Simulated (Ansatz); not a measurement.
Basis-set extrapolation for `[CH]1=N[CH2][AlH]1` (PBE0-D4/def2-TZVP geometry, frozen core, Ansatz 0.2.0). Multiplicity 1, RHF reference.

|  | def2-TZVPP | def2-QZVPP |
| --- | --- | --- |
| HF | -374.415852 | -374.428933 |
| MP2 correlation | -0.597653 | -0.637606 |
| CCSD(T) correlation | -0.654335 | not run |

Energies in hartree. Use E(X) = E(∞) + A·exp(−7.88·√X) for Hartree–Fock and E(X) = E(∞) + B·X^(−2.97) for correlation, with X = 3 and 4, and add CCSD(T) minus MP2 of the smaller set to the MP2 limit.

**Question.** What is the CCSD(T) energy at the basis-set limit?

**Answer.** HF limit: -374.428933 + (-0.013081) × 0.13774 = -374.43073. MP2 limit: -0.637606 + (-0.039953) × 0.74074 = -0.66720. Higher-order term: -0.654335 − (-0.597653) = -0.05668. Total: -375.15461 hartree, 53.0 kcal/mol below CCSD(T)/def2-TZVPP.
